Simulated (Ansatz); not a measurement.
Ansatz (a program for electronic structure) input (RI-MP2/cc-pVQZ):
A basis named .json is the Basis Set Exchange file of that set.

Ansatz 0.2 input:
```yaml
crystal:
  periodic: [false, false, false]
  atoms:
    - {symbol: C, position_ang: [2.56405551, 0.00147510, -0.37073171]}
    - {symbol: C, position_ang: [1.28385864, -0.67189087, 0.04013884]}
    - {symbol: C, position_ang: [0.00680561, -0.10869235, -0.00436191]}
    - {symbol: C, position_ang: [-0.10158045, 1.41005293, -0.02715312]}
    - {symbol: C, position_ang: [-1.20294487, -0.80754604, -0.00223664]}
    - {symbol: C, position_ang: [-2.52489465, -0.19737255, 0.36477398]}
    - {symbol: H, position_ang: [3.42446742, -0.61489704, -0.08194315]}
    - {symbol: H, position_ang: [2.68814825, 0.18740015, -1.46378721]}
    - {symbol: H, position_ang: [2.72823080, 0.97824327, 0.10519388]}
    - {symbol: H, position_ang: [1.32794762, -1.76050373, 0.05825488]}
    - {symbol: H, position_ang: [-0.73744236, 1.75082282, -0.85139768]}
    - {symbol: H, position_ang: [0.86900588, 1.89344354, -0.13391623]}
    - {symbol: H, position_ang: [-0.55754326, 1.78597481, 0.89657033]}
    - {symbol: H, position_ang: [-1.14759530, -1.89245433, 0.07759667]}
    - {symbol: H, position_ang: [-2.73796500, 0.73520136, -0.17646169]}
    - {symbol: H, position_ang: [-2.66070318, 0.06184178, 1.44336034]}
    - {symbol: H, position_ang: [-3.34834960, -0.88122991, 0.12395321]}
basis:
  gaussian:
    orbitals: cc-pVQZ
    fitting: {mean_field: def2-universal-jkfit, correlation: cc-pVQZ-RIFIT.json}
total_charge: -1
magnetization: {spin_polarized: false}
correlation: {method: mp2, electrons: outside_noble_gas}
```

End of the output:

```
integrals: 1.63 GiB planned
648 factors; integrals over basis functions are off by at most 4.2e0 eV
1.56 GiB of device memory are held for the factors and their scratch space
mean field: 3.57 GiB planned
mean field evaluation 1: about -6352.5801 eV, gradient 3.6e1 eV
mean field evaluation 2: about -6356.1306 eV, gradient 1.3e1 eV
mean field evaluation 4: about -6356.6984 eV, gradient 7.4e-1 eV
mean field evaluation 8: about -6356.7018 eV, gradient 2.3e-6 eV
mean field -6356.70179906 eV, -233.6044823882 hartree, gradient 2.3e-6 eV, S^2 0.000000; 0 other end points of the search recorded, 0 dependent functions left out
6 core orbitals not correlated
1397 factors; their error is unknown
reference -6356.70179906 eV, -233.6044823882 hartree; 18, 18 occupied and 636, 636 virtual orbitals, 1397 factors
second order -30.58216539 eV of doubles, -0.00000000 eV of singles
Total energy: -6387.28396445 eV, -234.7283562369 hartree
```

It need not be the lowest isomer of its formula. Whether it binds its extra electron was not tested at this geometry.
